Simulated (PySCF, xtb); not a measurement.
Cl3Si, SMILES Cl[Si](Cl)Cl (connectivity only; charge and spin as stated), charge +1, multiplicity 1.

Geometry optimised at PBE0-D3(BJ)/def2-SVP. The spin state was assumed, not searched. The isomer is the one that the SMILES or the coordinates give; other isomers of the formula were not compared.

Calculation: C-PCM-ωB97X/def2-SVP in PySCF.

The values are the electrostatic part of the solvation free energy, E(continuum) − E(gas) at the gas-phase geometry, in a cavity of scaled van der Waals radii (PySCF's table); cavitation and dispersion terms are not included. In vacuum the orbital gap is 11.63 eV.

```tsv
solvent	ε	ΔG(elec) (kcal/mol)	gap (eV)
water	78.36	-56.1	11.81
acetonitrile	35.69	?	?
chloroform	4.71	-44.7	11.77
```

Question: Fill in the missing entries. (The exact figures need the calculation; the answer reports its results.)

Answer: 
- acetonitrile, ΔG(elec) (kcal/mol): -55.3
- acetonitrile, gap (eV): 11.81

For comparison, GFN2-xTB/ALPB(water) (xtb, at the GFN2-xTB geometry, all terms of that model) gives -48.9 kcal/mol.
